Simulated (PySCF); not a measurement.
Ge(2+): ionisation energy

Ge(2+) [Ar] 3d10 4s2 (1S) → Ge(3+) [Ar] 3d10 4s1 (2S), as a difference of total energies. Computed with PySCF 2.14 in dyall-av2z, with no relativity, point nucleus. Correlated levels: valence: [Ar] 3d10 frozen; virtual orbitals above 40 to 60 times the deepest correlated orbital energy dropped. The calculations carry no spin-orbit coupling.

```tsv
method	ionisation energy (eV)
UHF	31.709
MP2 (valence)	32.459
SCS-MP2 (valence)	32.609
CCSD (valence)	32.791
```

Problem. How much does correlation contribute at MP2 (valence)?

Solution. 32.459 − (31.709) = 0.750 eV, measured against UHF.

These non-relativistic numbers lack the scalar-relativistic shift.

Errors of the correlated levels include the incompleteness of this basis and the frozen core.

With two correlated electrons CCSD is exact in that space.

For comparison: 34.058 eV (measured; NIST Atomic Spectra Database, ionization energies).
